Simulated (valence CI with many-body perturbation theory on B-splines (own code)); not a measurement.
**Yb20+: E2, M1 decay**

Level of theory: valence CI with perturbative core correlation (CI+MBPT): four valence electrons over a frozen Dirac-Fock core [Kr] 4d10, radial functions for each j: 7 s, 7 p, 7 d, 7 f, 4 g, 2 h, with the one-electron correlation potential Σ1, the two-electron term Σ2, the three-electron term Σ3, Breit, model QED; selected CI, second order for the rest, scaled by the run's own slope (own B-spline code, finite nucleus).

No measured spectrum was set against this ion. As an estimate, terms of the open shell hold to a few per cent of their energy, and close levels can change places.

Lines 51 to 100 of 120 in falling wavelength, among levels below 725800 cm⁻¹, chosen from the decays that carry over 1 % of a level's rate. Wavelengths and rates use the calculated energies, so an error of 2000 cm⁻¹ moves a line at 481.9 nm by 9.6 % and its rate by three times that or more. Electric multipoles are in the length gauge, E1 and E2 with the static RPA response of the core. S is in atomic units (e²a₀⁴ for E2 and M2, e²a₀⁶ for E3), for M1 in squared Bohr magnetons. Weak lines are less certain than strong ones. Lines between different terms over intervals too small for the method are left out, as are lines whose strength nearly cancels. Where a level lies close to another of its J and parity, the split of strength between their lines is uncertain.

Names give the largest LS component (configuration and term), which can be under half, so a name can repeat, a term be missing and a line seem to break the LS rules; names also repeat where a configuration has a term twice. Letters in brackets count levels of one name in rising energy.

| λ vac (nm) | Upper | Lower | Type | A (s⁻¹) | S (a.u.) |
| --- | --- | --- | --- | --- | --- |
| 481.9 | 4f4 3M_8 | 4f4 5I_8 | M1 | 6.86e+01 | 4.83e+00 |
| 480.4 | 4f4 3K_8 [a] | 4f4 3K_7 [a] | M1 | 1.59e+01 | 1.11e+00 |
| 477.2 | 4f4 3D_3 [a] | 4f4 5F_4 | M1 | 2.48e+01 | 6.99e-01 |
| 472.8 | 4f4 3L_7 | 4f4 3K_6 [a] | M1 | 1.19e+02 | 6.97e+00 |
| 470.7 | 4f4 3F_4 [a] | 4f4 5F_4 | M1 | 3.42e+01 | 1.19e+00 |
| 466.9 | 4f4 3F_4 [a] | 4f4 5F_5 [a] | M1 | 5.14e+01 | 1.74e+00 |
| 452.3 | 4f4 3P_1 [a] | 4f4 5S_2 | M1 | 7.82e+01 | 8.04e-01 |
| 436.7 | 4f4 1D_2 [a] | 4f4 5G_2 | M1 | 5.86e+00 | 9.05e-02 |
| 436.4 | 4f4 3I_5 [a] | 4f4 5F_5 [a] | M1 | 1.60e+01 | 5.41e-01 |
| 436.3 | 4f4 3K_7 [a] | 4f4 5I_7 | M1 | 5.37e+01 | 2.48e+00 |
| 432.1 | 4f4 3D_3 [a] | 4f4 5G_3 | M1 | 1.66e+01 | 3.47e-01 |
| 426.7 | 4f4 3F_4 [a] | 4f4 5G_3 | M1 | 4.62e+00 | 1.20e-01 |
| 405.1 | 4f4 3H_6 [a] | 4f4 5F_5 [a] | M1 | 3.23e+00 | 1.03e-01 |
| 397.4 | 4f4 1D_2 [a] | 4f4 5S_2 | M1 | 6.27e+01 | 7.30e-01 |
| 397.3 | 4f4 3D_2 [a] | 4f4 5F_1 | M1 | 5.55e+01 | 6.45e-01 |
| 395.9 | 4f4 3D_3 [a] | 4f4 5G_2 | M1 | 2.65e+00 | 4.27e-02 |
| 382.7 | 4f4 3D_2 [a] | 4f4 5F_2 | M1 | 3.60e+00 | 3.74e-02 |
| 381.6 | 4f4 3G_3 [a] | 4f4 5F_2 | M1 | 5.93e+00 | 8.55e-02 |
| 380.3 | 4f4 3I_5 [a] | 4f4 3K_6 [a] | M1 | 1.03e+01 | 2.31e-01 |
| 377.1 | 4f4 3K_6 [a] | 4f4 5I_6 | M1 | 3.29e+01 | 8.50e-01 |
| 368.4 | 4f4 3M_8 | 4f4 5I_7 | M1 | 3.69e+01 | 1.16e+00 |
| 363.3 | 4f4 3D_3 [a] | 4f4 5S_2 | M1 | 1.32e+01 | 1.64e-01 |
| 360.7 | 4f4 1D_2 [a] | 4f4 5F_3 | M1 | 7.07e+00 | 6.15e-02 |
| 358.7 | 4f4 3G_4 [a] | 4f4 5I_5 | M1 | 2.85e+01 | 4.39e-01 |
| 356.3 | 4f4 3H_6 [a] | 4f4 3K_6 [a] | M1 | 5.81e+00 | 1.27e-01 |
| 336.3 | 4f4 3P_1 [a] | 4f4 5F_1 | M1 | 6.41e+01 | 2.71e-01 |
| 334.5 | 4f4 5F_5 [a] | 4f4 5I_6 | M1 | 1.70e+01 | 2.59e-01 |
| 333.9 | 4f4 3K_7 [a] | 4f4 5I_6 | M1 | 8.80e+01 | 1.82e+00 |
| 329.2 | 4f4 3F_4 [a] | 4f4 5F_3 | M1 | 2.70e+01 | 3.22e-01 |
| 325.7 | 4f4 3P_1 [a] | 4f4 5F_2 | M1 | 2.02e+00 | 7.78e-03 |
| 323.8 | 4f4 5F_2 | 4f4 5I_4 | E2 | 7.07e-03 | 1.12e-02 |
| 323.7 | 4f4 3D_3 [a] | 4f4 3G_4 [a] | M1 | 1.13e+01 | 9.95e-02 |
| 320.6 | 4f4 3F_4 [a] | 4f4 3G_4 [a] | M1 | 4.41e+01 | 4.85e-01 |
| 305.9 | 4f4 3I_5 [a] | 4f4 3G_4 [a] | M1 | 3.14e+01 | 3.67e-01 |
| 305.0 | 4f4 1D_2 [a] | 4f4 5F_1 | M1 | 6.40e+01 | 3.36e-01 |
| 296.3 | 4f4 1D_2 [a] | 4f4 5F_2 | M1 | 7.33e+00 | 3.53e-02 |
| 291.8 | 4f4 3K_6 [a] | 4f4 5I_5 | M1 | 1.16e+02 | 1.39e+00 |
| 287.5 | 4f4 3P_0 [a] | 4f4 5F_1 | M1 | 1.72e+01 | 1.51e-02 |
| 282.9 | 4f4 3L_8 | 4f4 5I_8 | M1 | 9.37e-01 | 1.34e-02 |
| 277.0 | 4f4 3G_4 [a] | 4f4 5I_4 | M1 | 9.53e+01 | 6.76e-01 |
| 276.9 | 4f4 3D_3 [a] | 4f4 5F_2 | M1 | 1.29e+00 | 7.09e-03 |
| 273.8 | 4f4 3M_9 | 4f4 5I_8 | M1 | 2.08e+01 | 3.00e-01 |
| 270.9 | 4f4 5F_3 | 4f4 5I_4 | M1 | 2.13e+00 | 1.10e-02 |
| 267.8 | 4f4 3K_8 [a] | 4f4 5I_8 | M1 | 3.79e+01 | 4.59e-01 |
| 265.6 | 4f4 5F_5 [a] | 4f4 5I_5 | M1 | 1.94e+01 | 1.48e-01 |
| 264.4 | 4f4 5F_4 | 4f4 5I_5 | M1 | 3.38e+01 | 2.08e-01 |
| 255.9 | 4f4 5F_5 [b] | 4f4 5I_6 | M1 | 5.30e+01 | 3.62e-01 |
| 246.0 | 4f4 3L_7 | 4f4 5I_7 | M1 | 1.80e+01 | 1.49e-01 |
| 241.9 | 4f4 5G_6 | 4f4 5I_7 | M1 | 3.44e+01 | 2.35e-01 |
| 239.6 | 4f4 5G_2 | 4f4 5I_4 | E2 | 2.69e-01 | 9.47e-02 |
